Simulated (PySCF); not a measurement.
Zr(Cl)4 cation (Cl4Zr), SMILES [Cl][Zr]([Cl])([Cl])[Cl] (connectivity only; charge and spin as stated), charge +1, multiplicity 2.

The structure is a stationary point at B3LYP-D3(BJ)/def2-SVP. The geometry has at least one imaginary mode, so it is a saddle point at that level. The multiplicity is an assumed one; no other spin state was optimised. The isomer is the one that the SMILES or the coordinates give; other isomers of the formula were not compared. The def2 effective core potentials stand for the cores of Zr; spin–orbit coupling is left out.

These are PySCF with TDA-M06-2X/def2-SVPD values and carry that method's errors.

Vertical excitations; the highest root listed may be one member of a degenerate set. Isolated molecule, no solvent.

Q: List the lowest excited states. (An estimate is asked for; the answer gives what the named calculation found.)

A: 
```csv
state,energy (eV),λ (nm),f,main pairs
root 1,0.07,17351,0.001,"β HOMO−2→LUMO, β HOMO−1→LUMO (degenerate set)"
root 2,0.07,17351,0.001,"β HOMO−3→LUMO, β HOMO→LUMO (degenerate set)"
root 3,0.55,2263,0.000,β HOMO−5→LUMO 99 %
root 4,0.84,1478,0.038,"β HOMO→LUMO, β HOMO−3→LUMO (degenerate set)"
root 5,0.84,1478,0.038,"β HOMO−1→LUMO, β HOMO−2→LUMO (degenerate set)"
root 6,0.99,1257,0.000,β HOMO−6→LUMO 99 %
root 7,1.45,858,0.065,β HOMO−4→LUMO 94 %
root 8,1.58,784,0.009,β HOMO−7→LUMO (degenerate set)
root 9,1.58,784,0.009,β HOMO−8→LUMO (degenerate set)
root 10,1.66,747,0.000,β HOMO−9→LUMO 99 %
```
Unrestricted roots are not spin-pure.
